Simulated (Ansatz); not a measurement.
Ansatz results at the PBE0-D4/def2-TZVP geometry: HOMO energy (ωB97M-V/def2-TZVPP) -9.85 eV; HOMO–LUMO gap (PBE/def2-TZVPP) 5.02 eV; HOMO energy (PBE/def2-TZVPP) -6.51 eV.

Each molecule was computed in one conformer, which needn't be the lowest.

Q: Which molecule gave them?
A. `C[Si](O)(F)[SiH3]`
B. `OC(F)[SiH2][SiH3]`
C. `I[SiH]1CS1`
D. `O[SiH2][SiH2]CF`

A: D. The others give `C[Si](O)(F)[SiH3]`: -10.10, 6.13, -6.80; `OC(F)[SiH2][SiH3]`: -10.36, 6.11, -6.92; `I[SiH]1CS1`: -9.36, 4.15, -6.05.
